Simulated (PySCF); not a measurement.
## Unknown compound

The spectra below were simulated for a compound C7H12.

¹H NMR (600 MHz, computed): δ 4.97 (s, 2H), 2.18 (m, 4H), 1.59 (m, 4H), 1.56 (m, 2H).

¹³C{¹H} NMR (computed): δ 158.7 (C), 112.9 (CH2), 40.1 (CH2), 33.2 (CH2), 30.7 (CH2).

No relativistic terms, single conformer, fast rotation and ring inversion assumed for equivalent nuclei, no solvent model. GFN2-xTB geometry; GIAO PBE0/pcSseg-1 shieldings; PySCF 2.14.0 with density-fitted response routines.

Chemical shifts δ = σref − σ; TMS for ¹H (σref 31.72), ¹³C (σref 186.93), all at this level.

Task: Which of these isomers gave the spectra?
A. C=C1CCCCC1
B. C=C[C@H](C)C1CC1
C. C1CCC2(C1)CC2

Result: A. 

1. Rings plus π bonds: 2 (1 ring in the answer).
2. 5 carbon signals for 7 carbons: some carbons are equivalent by symmetry or fast rotation.
3. Carbon types of the structure: 1 × C, 6 × CH2, which accounts for all hydrogens.
4. δC 158.7: fully substituted alkene carbon; as expected for a trigonal carbon in a double bond.
5. δC 112.9: terminal =CH2 carbon; the olefinic region.
6. δC 40.1: allylic sp3 CH2; saturated and bonded to C and H only.
7. δC 33.2, 30.7: sp3 CH2 in a ring; saturated and bonded to C and H only.
8. δH 2.18: hydrogen on an allylic sp3 CH2; allylic position.

The others: C=C[C@H](C)C1CC1 would give 7 carbon signals, not 5; C1CCC2(C1)CC2 would give 4 carbon signals, not 5.

Shifts are as computed. Against solution values, carbons near 30 ppm lie about +3 ppm off and those near 130 ppm about +5 ppm. Of 1211 compounds with measured shifts, 218 miss one by over three times the rms of a fit or turn the order of signals round; such compounds aren't used in these exercises. No couplings were computed; multiplicities are counted from neighbouring protons, with m where these are inequivalent, close in shift, in a saturated or five-membered ring or joined by F or P, and br s for small geminal =CH2 splittings.
